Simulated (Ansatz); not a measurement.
Job for Ansatz (an electronic-structure program): R-SVWN5/def2-TZVPP on N2 (SMILES N#N).

Ansatz 0.2 input:
```yaml
crystal:
  periodic: [false, false, false]
  atoms:
    - {symbol: N, position_ang: [0.00000000, -0.00000000, 0.54545039]}
    - {symbol: N, position_ang: [-0.00000000, 0.00000000, -0.54545039]}
basis:
  gaussian:
    orbitals: def2-TZVPP
hamiltonian:
  xc: {name: SVWN5}
scf: {lower_state_search: off}
```

Program output:

```
WARN ansatz: RAYON_NUM_THREADS=1 ignored (pool sized by the plan → 1); use --threads N
Functional definition: SVWN5
these checks for a lower state are left out or cut short: stability, starts, cluster_reference, orbital_swaps, neighbouring_geometries, increment
integrals: 0.01 GiB planned
310 factors; their error is unknown
mean field: 0.09 GiB planned
mean field evaluation 1: about -2955.7505 eV, gradient 3.2e1 eV
mean field evaluation 2: about -2955.9393 eV, gradient 3.0e1 eV
mean field evaluation 4: about -2957.6308 eV, gradient 8.2e-2 eV
mean field evaluation 8: about -2957.6270 eV, gradient 1.4e-3 eV
mean field -2957.62696574 eV, -108.6907862394 hartree, gradient 1.2e-6 eV, S^2 0.000000; 0 other end points of the search recorded, 0 dependent functions left out
reference -2957.62698568 eV, -108.6907869721 hartree; 7, 7 occupied and 55, 55 virtual orbitals, 310 factors
Total energy: -2957.62698568 eV, -108.6907869721 hartree
Checks for a lower state left out: stability, starts, cluster_reference, orbital_swaps, neighbouring_geometries, increment
```

The calculation finished and met its thresholds.

Cost: very roughly 0.11 core-seconds.
